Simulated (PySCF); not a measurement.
SiSb: frontier orbitals

PBE0 at R = 2.386 Å; basis Si def2-SVP, Sb def2-SVP with ECP28; scalar-relativistic core potentials; PySCF 2.14. State: ²Σ⁺ (doublet), unpaired electrons σ ↑, a second solution, started from another occupation. Only the outer orbitals are listed, counted within each symmetry, core potentials removing the inner ones.

```tsv
spin	orbital	occ.	ε (eV)	on Si (%)	main shells (%)
α	7σ	1	-15.85	33	64 Sb s, 28 Si s
α	8σ	1	-11.82	61	57 Si s, 28 Sb s, 10 Sb p
α	9σ	1	-7.51	52	46 Si p, 44 Sb p
α	4π	1	-6.28	43	56 Sb p, 43 Si p
α	4π	1	-6.28	43	56 Sb p, 43 Si p
α	5π	0	-2.51	56	55 Si p, 42 Sb p
α	5π	0	-2.51	56	55 Si p, 42 Sb p
α	10σ	0	0.55	50	47 Sb p, 44 Si p
β	7σ	1	-15.25	30	68 Sb s, 25 Si s
β	8σ	1	-10.83	63	63 Si s, 27 Sb s, 9 Sb p
β	4π	1	-6.14	35	64 Sb p, 34 Si p
β	4π	1	-6.14	35	64 Sb p, 34 Si p
β	9σ	0	-4.67	51	47 Sb p, 41 Si p, 10 Si s
β	5π	0	-2.18	64	64 Si p, 34 Sb p
β	5π	0	-2.18	64	64 Si p, 34 Sb p
```

Question: Which are the highest filled and the lowest empty level, where do they sit, and how wide is the gap?

Answer: Highest filled β 4π at -6.14 eV (in %: 64 Sb p, 34 Si p); lowest empty β 9σ at -4.67 eV (in %: 47 Sb p, 41 Si p, 10 Si s); the gap at PBE0 is 1.47 eV.

```json
{
  "bond order (Mayer)": "2.65",
  "⟨S²⟩": "0.772",
  "charge on Si (Mulliken, basis-dependent)": "0.05",
  "charge on Si (Löwdin, basis-dependent)": "0.06",
  "dipole moment (positive dipole means Si(−)Sb(+))": "-0.18 D"
}
```

Spin–orbit coupling is left out.
